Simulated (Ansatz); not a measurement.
Consider the ligand exchange at a Zr–S bond: `[OH][Zr]([OH])([SH])[SH]` + HCl → `[OH][Zr]([OH])([SH])[Cl]` + H₂S.

Isolated molecules relaxed with PBE0-D4/def2-TZVP in Ansatz; ΔE leaves out vibrations. CBS: MP2 limit from def2 TZ/QZ plus the TZ coupled-cluster correction, frozen cores. This one scheme is used for every species. DFT in def2-TZVPP. Elements past krypton have def2 core potentials. For Zr outer-core shells are correlated without core-valence functions, which leaves a few kJ/mol of doubt a bond. One conformer a species, not always the lowest.

```
             level  ΔE (kcal/mol)  difference from CCSD(T)/CBS
           PBE0-D4          -15.9                          0.2
           ωB97M-V          -16.9                         -0.8
            B2PLYP          -16.9                         -0.8
               PBE          -15.7                          0.4
            r2SCAN          -16.7                         -0.6
    MP2/def2-TZVPP          -15.7                          0.4
SCS-MP2/def2-TZVPP          -16.3                         -0.2
SCS-MP2/def2-QZVPP          -16.6                         -0.5
      HF/CBS(def2)          -19.9                         -3.8
    CCSD/CBS(def2)          -16.8                         -0.7
       CCSD(T)/CBS          -16.1                            0
```

Largest T1 diagnostic among the species: 0.017.

In def2-TZVPP, CCSD(T) changes the Hartree–Fock value by +3.9 kcal/mol (the triples alone add +0.7 kcal/mol) and MP2 by +4.1 kcal/mol.
